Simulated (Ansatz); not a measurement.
Program: Ansatz. Geometries: PBE0-D4/def2-TZVP. ΔE: electronic, gas phase. CBS: MP2 limit from def2 TZ/QZ plus the TZ coupled-cluster correction, frozen cores. DFT in def2-TZVPP. For Ge outer-core shells are correlated without core-valence functions, which leaves a few kJ/mol of doubt a bond. Scalar relativity is left out up to krypton. One conformer a species, not always the lowest.

Consider the cleavage of the Si–Si bond: `O[Si@H](F)[Si@H](O)F` + `[OH][GeH3]` → `O[SiH](F)[O][GeH3]` + `O[SiH2]F`.

Is it downhill or uphill in electronic energy at CCSD(T)/CBS, and by how much? (Estimate.)

The calculation gave: Downhill: ΔE = -174.5 kJ/mol.

What do these levels give: r2SCAN, RPA@PBE/def2-TZVPP, CCSD(T)/def2-SVP, CCSD/def2-TZVPP, MP2/def2-QZVPP, SCS-MP2/def2-QZVPP? (Best estimate.)

Computed: r2SCAN -166.3, RPA@PBE/def2-TZVPP -174.2, CCSD(T)/def2-SVP -177.6, CCSD/def2-TZVPP -180.9, MP2/def2-QZVPP -183.0, SCS-MP2/def2-QZVPP -184.3 kJ/mol.

Largest T1 diagnostic among the species: 0.013.

At CCSD(T), def2-SVP lies −3.0 kJ/mol from the extrapolated value and def2-TZVPP −2.7 kJ/mol. From PBE to PBE0 (25 % exact exchange), in def2-TZVPP and without D4, ΔE moves by −14.6 kJ/mol.
